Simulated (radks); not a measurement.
Values are calculated unless marked as measured or tabulated.
Task: Sc3+, configuration [Ar] (the NIST ground configuration). Code: a radial shooting solver on a logarithmic mesh with Libxc functionals. Model: scalar-relativistic Kohn-Sham, PBEsol, spin-polarised, spherical densities, finite nucleus; Fermi nuclear charge, rms radius 3.5459 fm. Some entries of the table are withheld. Estimate them.

orbital,occ.,eigenvalue (eV),<r> (bohr)
1s,2,-4424.104,0.07311
2s,2,(1),0.3439
2p,6,-421.0720,(2)
3s,2,-86.2561,1.056
3p,6,-64.5112,1.129

Result: 
(1) 2s eigenvalue (eV): -506.8421
(2) 2p <r> (bohr): 0.3079
